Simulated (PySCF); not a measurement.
Job file and geometry (Å, from GFN2-xTB) of an NMR shielding run on SMILES C#C[B@H-](CN([SiH3])[SiH3])[NH2+]C, C₄H₁₅BN₂Si₂, GIAO PBE0/pcSseg-1 NMR shielding, non-relativistic, gas phase (PySCF); density fitting, a coarse starting grid and PySCF grid level 2 are the driver's defaults:

```
$ OMP_NUM_THREADS=1 python probes_run.py task.json out

{"job": {"kind": "nmr", "xc": "PBE0", "basis": "pcSseg-1"}, "charge": 0, "multiplicity": 1}
C     -2.233923    -3.015811     0.188138
C     -1.602173    -2.065000    -0.187281
B     -0.783097    -0.835124    -0.655728
C      0.822475    -1.022890    -0.351284
N      1.506998     0.274531    -0.151629
Si     2.244252     0.516357     1.395595
Si     1.901043     1.155525    -1.594595
N     -1.213644     0.414254     0.308560
C     -2.432662     1.127923    -0.049331
H     -2.782096    -3.856761     0.505866
H     -1.019073    -0.511574    -1.778445
H      0.982058    -1.629939     0.544770
H      1.311634    -1.564033    -1.165868
H      1.235033     0.144150     2.404626
H      3.453694    -0.282797     1.617417
H      2.525555     1.946829     1.505469
H      0.679422     1.332197    -2.385106
H      2.917097     0.466101    -2.396560
H      2.381386     2.461842    -1.140089
H     -0.384653     1.015337     0.264596
H     -1.280792     0.044894     1.253658
H     -2.330398     1.525401    -1.056787
H     -3.268411     0.429758    -0.041305
H     -2.641461     1.948594     0.639799
```

Question: Write the output of this run.

Answer: 
```
coarse grid: 20104 points
cycle   1  E = -873.9733733978  dE =  7.631e-01  |g| = 5.611e-01  |ddm| = 4.284e+00
cycle   2  E = -873.9261453785  dE =  4.723e-02  |g| = 7.205e-01  |ddm| = 1.508e+00
cycle   3  E = -874.0507337916  dE = -1.246e-01  |g| = 1.908e-01  |ddm| = 8.824e-01
cycle   4  E = -874.0590305991  dE = -8.297e-03  |g| = 5.221e-02  |ddm| = 1.837e-01
cycle   5  E = -874.0594937019  dE = -4.631e-04  |g| = 2.935e-02  |ddm| = 5.595e-02
cycle   6  E = -874.0596980512  dE = -2.043e-04  |g| = 4.592e-03  |ddm| = 2.795e-02
cycle   7  E = -874.0597025541  dE = -4.503e-06  |g| = 1.167e-03  |ddm| = 4.875e-03
final grid: 182456 points
cycle   8  E = -874.1042903681  dE = -6.049e-05  |g| = 7.998e-03  |ddm| = 4.232e-02
cycle   9  E = -874.1042813175  dE =  9.051e-06  |g| = 1.007e-02  |ddm| = 1.870e-02
cycle  10  E = -874.1043060554  dE = -2.474e-05  |g| = 2.326e-03  |ddm| = 1.088e-02
cycle  11  E = -874.1043073219  dE = -1.266e-06  |g| = 4.851e-04  |ddm| = 1.960e-03
cycle  12  E = -874.1043073690  dE = -4.710e-08  |g| = 2.217e-04  |ddm| = 4.977e-04
cycle  13  E = -874.1043073801  dE = -1.110e-08  |g| = 5.185e-05  |ddm| = 2.141e-04
cycle  14  E = -874.1043073806  dE = -5.607e-10  |g| = 1.460e-05  |ddm| = 5.384e-05
converged SCF energy = -874.1043073806

GIAO shielding tensors (ppm)
atom      isotropic    diamagn.    paramagn.     s11        s22        s33       span
  0 C       94.670     262.698    -168.029     15.335     26.191    242.483    227.148
  1 C       83.647     258.250    -174.603    -26.243    -17.186    294.369    320.611
  2 B      123.378     186.193     -62.816    109.389    119.621    141.124     31.736
  3 C      143.030     249.076    -106.046    116.917    131.074    181.100     64.183
  4 N      263.607     330.101     -66.495    238.690    259.651    292.479     53.788
  5 Si     395.845     881.463    -485.618    347.967    357.508    482.060    134.093
  6 Si     404.441     881.048    -476.608    352.555    380.013    480.754    128.199
  7 N      215.771     323.735    -107.964    200.074    213.545    233.696     33.622
  8 C      155.064     242.100     -87.036    131.883    145.867    187.442     55.559
  9 H       30.051      34.384      -4.332     24.848     25.060     40.246     15.398
 10 H       29.293      31.053      -1.759     27.456     29.094     31.330      3.874
 11 H       29.691      33.755      -4.064     24.160     29.498     35.416     11.256
 12 H       29.100      31.818      -2.719     24.368     28.666     34.266      9.899
 13 H       27.342      31.869      -4.527     22.865     27.298     31.863      8.998
 14 H       26.966      29.362      -2.396     23.020     24.475     33.403     10.384
 15 H       26.940      30.630      -3.690     23.417     25.048     32.356      8.939
 16 H       26.936      30.466      -3.529     22.229     27.168     31.412      9.184
 17 H       27.123      29.135      -2.013     23.300     24.633     33.435     10.135
 18 H       27.109      30.229      -3.120     23.544     25.466     32.317      8.774
 19 H       26.595      35.707      -9.112     17.052     23.261     39.472     22.420
 20 H       29.546      34.682      -5.136     23.621     27.490     37.528     13.906
 21 H       29.231      28.261       0.971     24.763     27.507     35.424     10.661
 22 H       28.521      26.895       1.626     23.272     27.822     34.467     11.195
 23 H       29.155      27.257       1.898     24.012     26.630     36.823     12.811
```

Size and cost of the density-fitted run: 242 basis functions, 2.2 min wall time on 1 thread of an Arm Neoverse N1, shared host; peak memory 1.1 GiB.
